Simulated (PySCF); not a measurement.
F2H5NSi2, SMILES [SiH2](F)N[SiH2]F.

Coordinates come from a PBE-D3(BJ)/def2-SVP optimisation. The structure was generated by enumeration, and PubChem lists no compound with its InChIKey, so it may never have been made. One conformer was computed; it need not be the lowest.

Level of theory: PySCF with TDA-PBE0/def2-SVPD.

Vertical excitations. Gas-phase values at a fixed geometry. State labels are in the subgroup C2.

```
state  symmetry  energy (eV)  λ (nm)      f                                                                 main pairs
-----  --------  -----------  ------  -----  -------------------------------------------------------------------------
S1            B         7.29     170  0.025                                                             HOMO→LUMO 98 %
S2            B         7.94     156  0.162                                                           HOMO→LUMO+1 94 %
S3            A         8.25     150  0.001                                                           HOMO→LUMO+2 89 %
S4            B         8.33     149  0.015                                                           HOMO−1→LUMO 94 %
S5            B         8.54     145  0.053                                                           HOMO→LUMO+3 81 %
S6            A         8.61     144  0.033                                                           HOMO−2→LUMO 83 %
S7            B         8.71     142  0.016                                     HOMO−1→LUMO+1 67 %, HOMO−2→LUMO+2 22 %
S8            A         8.73     142  0.000  HOMO−1→LUMO+2 42 %, HOMO−2→LUMO+1 31 %, HOMO→LUMO+4 11 %, HOMO−2→LUMO 9 %
S9            A         8.80     141  0.009                                                           HOMO→LUMO+4 78 %
S10           B         9.02     137  0.016                                                           HOMO→LUMO+5 91 %
T1            B         6.86     181      0                                                             HOMO→LUMO 94 %
T2            A         7.38     168      0                                                           HOMO→LUMO+2 95 %
T3            B         7.48     166      0                                                           HOMO→LUMO+1 94 %
T4            B         7.85     158      0                                                           HOMO−1→LUMO 76 %
```
Triplets are in the Tamm–Dancoff approximation.
